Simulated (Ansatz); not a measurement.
System: C$_{5}$H$_{10}$Cl, charge 0, multiplicity 2. It need not be the lowest isomer of its formula. 
Geometry from a B3LYP-D3(BJ)/def2-TZVP (Ansatz, a program for electronic structure) optimisation:
```
C
H 1 1.0934
H 1 1.0944 2 106.51
C 1 1.5260 2 109.76 3 -118.76
H 4 1.0948 1 109.13 2 -63.64
H 4 1.0950 5 106.15 1 117.69
C 4 1.5259 5 109.60 6 118.27
H 7 1.0915 4 111.44 5 -58.07
H 7 1.0925 8 107.78 4 -122.07
H 7 1.0926 8 107.76 9 -115.83
C 1 1.5413 2 108.78 3 117.51
H 11 1.0946 1 109.09 2 -178.48
H 11 1.0951 12 106.98 1 117.38
C 11 1.4809 12 108.00 13 117.93
H 14 1.0797 11 123.67 12 34.06
Cl 14 1.7197 15 114.25 11 -161.03
```
Charge 0, spin multiplicity 2.

Total electronic energies in hartree. Correlated levels leave the core frozen unless marked. UHF or UKS for open shells. Spin-orbit coupling is left out. Non-relativistic. Basis-set limits of correlation are two-point, X^-3; Hartree-Fock from the larger set. The bracket is a focal-point correction in the basis named.

```tsv
level	program	energy (Eh)
HF/6-31G	Ansatz	-654.50157
HF/cc-pVTZ	Ansatz	-654.71298
PBE/def2-TZVPD	Ansatz	-656.31844
B3LYP-D4/def2-TZVPD	Ansatz + dftd4	-656.83072
PBE0/def2-TZVPD	Ansatz	-656.39307
HSE06-D3(BJ)/def2-TZVPD	Ansatz + dftd3	-656.38103
LC-wPBE/def2-TZVPD	Ansatz	-656.54323
wB97M-V/def2-TZVPD	Ansatz	-656.64629
B2PLYP-D3(BJ)/def2-TZVPD	Ansatz + dftd3	-656.46661
RI-MP2/cc-pV(T+d)Z	Ansatz	-655.74781
RI-MP2/cc-pV(Q+d)Z	Ansatz	-655.83536
SCS-MP2/6-31G*	Ansatz	-655.35901
CCSD/cc-pwCVTZ	Ansatz	-655.83289
CCSD(T)/6-31G*	Ansatz	-655.46716
RI-MP2/CBS(cc-pV(T+d)Z,cc-pV(Q+d)Z)+[CCSD(T)-MP2]/cc-pV(T+d)Z	Ansatz	-656.0049
```

Totals of different functionals don't rank their quality; only differences between species are comparable.
